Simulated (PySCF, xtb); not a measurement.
CH3I3Sn, SMILES [CH3][Sn]([I])([I])[I].

xtb 6.7.1 with GFN2-xTB at its own geometry gives an orbital gap of 1.83 eV and a dipole moment of 5.44 D.

The structure is a stationary point at B3LYP-D3(BJ)/def2-SVP. The def2 effective core potentials stand for the cores of I, Sn; spin–orbit coupling is left out.

Question: What does PBE/def2-TZVP (PySCF) give? (The exact figures need the calculation; the answer reports its results.)

Answer: gap 2.78 eV (levels -6.51 and -3.73 eV), dipole 2.30 D.
